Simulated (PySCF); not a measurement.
Screening by computed properties: pick the candidate that meets the target.

Each SMILES stands for a single optimised conformer of the isolated species, non-relativistic unless stated. Electronic properties by PySCF.

Dipoles, sizes and rotational constants follow the conformer. The torsions of the flexible species, by atom-mapped SMILES:
- `[CH3:1][C:2]([CH3:3])([CH3:4])[C:5]#[C:6][GeH2:7][NH2:8]`: H–N8–Ge7–C6 -177°, H–N8–Ge7–C6 -53°

The conformers of `C[NH][Ge@@H]1[CH2]C=C(C)[CH2]1` and `CC[C@@H]1C=C[CH2][Ge@H]1[NH2]` aren't listed.

(1) Wanted: static isotropic polarisability between 40 au and 109 au (B3LYP/def2-SVPD) and vertical ionisation energy above 9.5 eV (ΔSCF B3LYP/def2-SVPD), at PBE0-D3(BJ)/def2-SVP geometries. Which candidate meets both?
A. `C[NH][Ge@@H]1[CH2]C=C(C)[CH2]1`
B. `O=[Si]=O`
C. `O=C[SiH3]`
D. `CC(C)(C)C#[C][GeH2][NH2]`
E. `C([C@@H]1C=C[CH2][Ge@H]1[NH2])C`

(2) Wanted: lowest singlet excitation between 5 eV and 5.6 eV (TDDFT B3LYP/def2-SVPD) and lowest triplet excitation (Tamm–Dancoff) above 3 eV (TDA B3LYP/def2-SVPD), at PBE0-D3(BJ)/def2-SVP geometries. Which candidate meets both?
A. `O=[Si]=O`
B. `O=C[SiH3]`
C. `C(C(C)(C)C)#[C][GeH2][NH2]`
D. `C[NH][Ge@@H]1[CH2]C=C(C)[CH2]1`

Results:

(1) C. Computed values:
```
                        species  static isotropic polarisability  vertical ionisation energy
                       O=[Si]=O                          29.9 au                    12.58 eV
                      O=C[SiH3]                          45.9 au                     9.70 eV
C([C@@H]1C=C[CH2][Ge@H]1[NH2])C                         108.5 au                     8.57 eV
 C[NH][Ge@@H]1[CH2]C=C(C)[CH2]1                         110.1 au                     8.10 eV
       CC(C)(C)C#[C][GeH2][NH2]                         114.9 au                     9.35 eV
```

(2) D. Computed values:
```csv
species,lowest singlet excitation,lowest triplet excitation (Tamm–Dancoff)
O=C[SiH3],3.18 eV,2.52 eV
O=[Si]=O,4.34 eV,3.92 eV
C[NH][Ge@@H]1[CH2]C=C(C)[CH2]1,5.47 eV,4.26 eV
C(C(C)(C)C)#[C][GeH2][NH2],5.72 eV,5.01 eV
```
